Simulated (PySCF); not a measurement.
H2IIn. Atoms are numbered in the order given.

```xyz
4

In     0.0000     0.0000     1.3515
H      0.0000     1.5642     2.0316
H      0.0000    -1.5642     2.0316
I      0.0000     0.0000    -1.3261
```

Coordinates come from a r2SCAN-D4/def2-TZVP optimisation. The def2 effective core potentials stand for the cores of I, In; spin–orbit coupling is left out.

Level of theory: PySCF with r2SCAN-D4/def2-TZVP.

Frequencies are harmonic and unscaled.

Computed harmonic wavenumbers and intensities:
```
mode  ν (cm⁻¹)  IR (km/mol)  moving atoms (share of kinetic energy)
----  --------  -----------  --------------------------------------
1          197         25.2                         In 52 %, I 48 %
2          386         16.6                                  H 98 %
3          526         68.8                                  H 97 %
4          565        237.7                                  H 99 %
5         1848         86.9                                 H 100 %
6         1863        227.4                                  H 99 %
```
